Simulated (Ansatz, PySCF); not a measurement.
Molecule: CBr2 (charge 0, singlet). 
Geometry from a B3LYP-D3(BJ)/def2-TZVP (Ansatz, a quantum-chemistry and plane-wave program) optimisation:
```
C
Br 1 1.8989
Br 1 1.8989 2 110.45
```
Charge 0, spin multiplicity 1.

Dipole moments at this geometry, in debye (magnitudes).

```json
[
 {"level": "SVWN5/def2-TZVPD", "program": "Ansatz", "dipole (D)": "1.14"},
 {"level": "MN15/def2-TZVPD", "program": "PySCF", "dipole (D)": "…"},
 {"level": "HSE06/def2-TZVPD", "program": "Ansatz", "dipole (D)": "1.04"},
 {"level": "CAM-B3LYP/def2-TZVPD", "program": "Ansatz", "dipole (D)": "1.09"},
 {"level": "wB97M-V/def2-TZVPD", "program": "Ansatz", "dipole (D)": "1.04"},
 {"level": "CCSD(T)/aug-cc-pVDZ", "program": "Ansatz", "dipole (D)": "…"}
]
```

Task: What belongs in the gaps?

Result: 
- MN15/def2-TZVPD, dipole (D): 1.02
- CCSD(T)/aug-cc-pVDZ, dipole (D): 1.04
